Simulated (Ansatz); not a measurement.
A made-up structure of SiHBrO₂, closed shell:

```
5
angstrom
O 2.1779 -0.5689 0.5368
Si -0.2606 -0.4314 0.1828
O 1.1942 0.2567 0.2319
Br -1.5894 0.8109 -1.0256
H 1.3162 1.0837 -0.2419
```

It is relaxed with PBE-D4/def2-SVP and then PBE0-D4/def2-TZVP (Ansatz 0.2.0). Atoms count as bonded within 1.22 times the sum of their covalent radii (H–H: 0.88 Å). The end point is not checked to be a true minimum.

Q: Does its bonding change? (Judge from chemistry; the calculation decides.)

A: By the calculation: Yes. Formed: O1–Si2; broken: none.

Where it ends: The first stage lowers the energy by 1.07 eV in 8 steps. It ends as SiHBrO₂ ([Br][Si]1[O][OH]1):
| atom | x (Å) | y (Å) | z (Å) |
| --- | --- | --- | --- |
| O1 | 1.1891 | -0.2070 | 0.9661 |
| Si2 | 0.0479 | -0.9056 | -0.1294 |
| O3 | 1.6514 | 0.2181 | -0.3563 |
| Br4 | -1.3657 | 0.9125 | -0.3919 |
| H5 | 1.3156 | 1.1329 | -0.4046 |

Labels in which every atom is bracketed show which atoms are joined, not bond orders.

For scale, one of the runs: PBE0-D4/def2-TZVP relaxation, 153 basis functions, launched by `ansatz run in.yaml --threads 2 --pin off --events-out ev --progress --plain --max-ram 4352MiB`. The run took about 54 s on 2 CPU threads of an Intel Xeon 6975P-C (shared host).
